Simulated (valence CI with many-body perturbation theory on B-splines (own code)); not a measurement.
Values are calculated unless marked as measured or tabulated.
# Sensitivity of CI+MBPT for Pr XLV

Level of theory: valence CI with perturbative core correlation (CI+MBPT): five valence electrons over a frozen Dirac-Fock core [Ne], a basis of 6 s, 6 p, 5 d, 3 f, 1 g functions for each j, with the one-electron correlation potential Σ1, the two-electron term Σ2, the three-electron term Σ3, Breit, model QED; selected CI, second order for the rest, scaled by the run's own slope (own B-spline code, finite nucleus).

No measured spectrum was set against this ion. As an estimate, large intervals hold to a few tenths of a per cent, small ones and those within an open d or f shell to about a per cent. Among the levels kept, up to 740 cm⁻¹ of a level comes from second order outside the variational space, and about a tenth of that is noise between levels of different J, which matters for small intervals.

The reference run has the lowest level (3s^2 3p1/2^2 3p3/2) J=3/2 and an ionisation energy of 3514.68 eV. Its largest variational space holds 9999 state functions.

Levels are named by their leading jj configuration (3d3/2^4 stands for four electrons in 3d with j = 3/2), which in mixed levels can hold well under half, so a name can repeat and another be missing. Letters in brackets count levels of one name in rising energy.

| Level | Reference (cm⁻¹) | Shift (cm⁻¹) |
| --- | --- | --- |
| (3s^2 3p1/2 3p3/2^2) J=3/2 | 896177 | -185264 |
| (3s^2 3p1/2 3p3/2^2) J=5/2 | 970018 | -185432 |
| (3s^2 3p1/2 3p3/2^2) J=1/2 | 1061490 | -186474 |
| (3s^2 3p1/2^2 3d3/2) J=3/2 | 1378900 | -12623 |
| (3s^2 3p1/2^2 3d5/2) J=5/2 | 1652470 | -87243 |
| (3s 3p1/2^2 3p3/2^2) J=5/2 | 1903070 | -176578 |
| (3s^2 3p3/2^3) J=3/2 | 1968590 | -372471 |
| (3s 3p1/2^2 3p3/2^2) J=1/2 | 2070400 | -213501 |
| (3s 3p1/2^2 3p3/2^2) J=3/2 | 2073290 | -208680 |
| (3s^2 3p1/2 3p3/2 3d3/2) J=5/2 [a] | 2267070 | -193990 |
| (3s^2 3p1/2 3p3/2 3d3/2) J=3/2 [a] | 2279480 | -197700 |
| (3s^2 3p1/2 3p3/2 3d3/2) J=1/2 [a] | 2282740 | -195819 |

The ionisation energy moves by -4.88 eV.

Question: Which of these changes was made?
A. logarithmic knot step 0.27 → 0.4
B. factor on the speed of light 1 → 1.1
C. highest l in the core sums 6 → 5; core polarisation of operators on → off
D. correlating orbitals by l 3 3 3 2 1 → 4 4 0 0 0

Answer: B. factor on the speed of light 1 → 1.1.
